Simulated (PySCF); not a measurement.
ZrOBr₂: one-bond stretch

These are results of PySCF, PBE, basis Zr def2-SVP with ECP28, O def2-SVP, Br def2-SVP (scalar-relativistic core potentials, no spin–orbit coupling, density fitting), not measurements.

Rigid scan from the singlet minimum (Zr–Br 2.533 Å (×2), Zr–O 1.745 Å; Br–Zr–Br 119.7°, Br–Zr–O 111.4° (×2)). Coordinate: the bond from Zr to the last atom (Br) scaled, the rest fixed. Energies in kJ/mol from the minimum.

```csv
scale of one bond,E (kJ/mol),dipole size (D)
0.92,29.9,3.76
0.96,6.5,3.66
1.00,0.0,3.64
1.05,7.5,3.71
1.12,35.1,3.97
1.20,78.2,4.43
1.35,164.5,5.42
1.55,260.8,–
1.80,339.7,–
```

At long bonds a restricted determinant can lie too high, and another spin state can fall below this curve.

Other isomers or separated fragments may lie lower.

The scan took 2.8 min on 2 threads of a shared Intel Xeon 6975P-C (Granite Rapids) host; the process peaked at 1 GiB.
